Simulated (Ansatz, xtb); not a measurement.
# C4H2FN3: which of two isomers lies lower

Structure X is `N#Cc1cn[nH]c1F`, a singlet and structure Y is `N#Cc1ncc(F)[nH]1`, a singlet. Both are isolated molecules in the gas phase, relaxed with B3LYP-D3(BJ)/def2-SVP.

Energies in hartree; the thermal terms are from GFN2-xTB frequencies at re-optimised GFN2-xTB minima (ideal gas, soft modes damped towards free rotors, one conformer each, 298.15 K, 1 atm) and include the zero-point energy:

```
                              X           Y
E, CCSD(T)/def2-SVP  −416.277539  −416.289257
    E, MP2/def2-SVP  −416.212441  −416.225730
  E, MP2/def2-TZVPP  −416.972445  −416.986249
  zero-point energy     0.060032     0.059841
       H(298 K) − E     0.067313     0.067126
       G(298 K) − E     0.029257     0.029107
```

Task: Correct the CCSD(T) difference for the basis set by the MP2 change, then work out ΔE, ΔE₀, ΔH and ΔG for X → Y in kJ/mol (1 Eh = 2625.50 kJ/mol) and the equilibrium ratio [Y]/[X].

Result: 1. Differences Y − X: CCSD(T) −0.011718, MP2 in the small set −0.013289, MP2 in the large set −0.013804 Eh.
2. ΔE = −0.011718 + (−0.013804 − (−0.013289)) = −0.012233 Eh = −32.12 kJ/mol.
3. ΔE₀ = ΔE + ΔZPE = −0.012233 + (−0.000191) Eh = −32.62 kJ/mol.
4. ΔH = ΔE + (−0.000187) Eh = −32.61 kJ/mol.
5. ΔG = ΔE + (−0.000150) Eh = −32.51 kJ/mol, so ΔS = (ΔH − ΔG)/T = −0.3 J/(mol K).
6. kT = 0.9442 mEh, so K = [Y]/[X] = exp(−ΔG/kT) = exp(+13.12) ≈ 5.0 × 10^5.

Structure Y is favoured at this temperature. An error of 4 kJ/mol in ΔG would change K by a factor of 5. Mirror images and further conformers aren't counted.

As drawn, Y has 2 C∷N in place of 1 C∷C, 1 N∷N (∷ is an aromatic bond).

Other levels gave ΔE = −44.2 (GFN2-xTB); −17.1 (HF/STO-3G, GFN2-xTB geometries); −34.2 (r2SCAN-D4/def2-SVP, GFN2-xTB geometries); −34.1 (B3LYP-D3(BJ)/def2-SVP); −33.4 (HF/def2-SVP); −34.9 (MP2/def2-SVP); −30.8 (CCSD(T)/def2-SVP) kJ/mol. The correlated steps freeze 8 core orbitals. Programs: Ansatz 0.2.0, xtb 6.7.1.
